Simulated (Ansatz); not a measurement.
Reaction (cleavage of the Si–Si bond): `O[Si](F)([SiH3])[SiH3]` + H₂S → `O[Si](F)([SiH3])S` + SiH₄

Computed with Ansatz on PBE0-D4/def2-TZVP structures; ΔE is electronic, products minus reactants. CBS: MP2 limit from def2 TZ/QZ plus the TZ coupled-cluster correction, frozen cores. This one scheme is used for every species. One conformer a species, not always the lowest.

`O[Si](F)([SiH3])[SiH3]`:

Cartesian coordinates in Å:
```
O 0.182 -2.048 -0.015
Si -0.309 -0.526 0.361
F -1.343 -0.588 1.593
Si 1.496 0.798 1.088
Si -1.442 0.271 -1.532
H 0.758 -2.510 0.597
H 1.018 2.109 1.600
H 2.428 1.036 -0.047
H 2.241 0.097 2.172
H -2.556 -0.640 -1.906
H -1.988 1.624 -1.243
H -0.485 0.376 -2.666
```

H₂S:

Cartesian coordinates in Å:
```
S -0.386 -0.470 0.120
H -0.408 0.552 -0.749
H 0.794 -0.082 0.628
```

`O[Si](F)([SiH3])S`:

Cartesian coordinates in Å:
```
O -0.703 -1.578 -1.033
Si -0.249 -0.619 0.205
F -1.346 -0.620 1.371
Si -0.014 1.554 -0.608
S 1.534 -1.440 1.046
H -0.724 -2.527 -0.893
H 0.419 2.430 0.512
H 1.027 1.564 -1.668
H -1.297 2.061 -1.161
H 1.352 -0.825 2.227
```

SiH₄:

Z-matrix (Å, degrees):
```
Si
H 1 1.485
H 1 1.485 2 109.5
H 1 1.485 2 109.5 3 -120.0
H 1 1.485 2 109.5 3 120.0
```

```json
{"species": "`O[Si](F)([SiH3])[SiH3]`", "CCSD(T)/def2-TZVPP energy (Eh)": "-1046.34749"}
{"species": "H₂S", "CCSD(T)/def2-TZVPP energy (Eh)": "-398.93111"}
{"species": "`O[Si](F)([SiH3])S`", "CCSD(T)/def2-TZVPP energy (Eh)": "-1153.87346"}
{"species": "SiH₄", "CCSD(T)/def2-TZVPP energy (Eh)": "-291.43564"}
```

**Question.** Work out ΔE.

**Answer.** ΔE = (-1153.87346) + (-291.43564) − (-1046.34749) − (-398.93111) = -0.03050 Eh = -80.1 kJ/mol. CCSD(T)/CBS gives -80.8 kJ/mol.

Largest T1 diagnostic among the species: 0.013.

From PBE to PBE0 (25 % exact exchange), in def2-TZVPP and without D4, ΔE moves by −4.7 kJ/mol.
